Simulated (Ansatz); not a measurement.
```xyz
2

H     0.0000    0.0000   -1.3109
Cl    0.0000    0.0000    0.0771
```

Basis set: 6-31G* (spherical functions). Left uncorrelated: 5 orbitals. Charge 0, multiplicity 1.

Computed with Ansatz (development build ahead of 0.2.0); each method stands on the lowest determinant of its kind that the runs found. Restricted open shells among the atoms or ions are ROHF, correlated in semicanonical orbitals with singles.

Problem. Give the atomization energy at this shape (free ground-state atoms in the same class of orbitals less the molecule, no zero-point energy) of singlet HCl by RHF-MP2, RHF.

Solution.

```json
{"method": "RHF-MP2", "atomization energy": "84.80 kcal/mol"}
{"method": "RHF", "atomization energy": "68.63 kcal/mol"}
```

Caution: the shape is not the minimum.
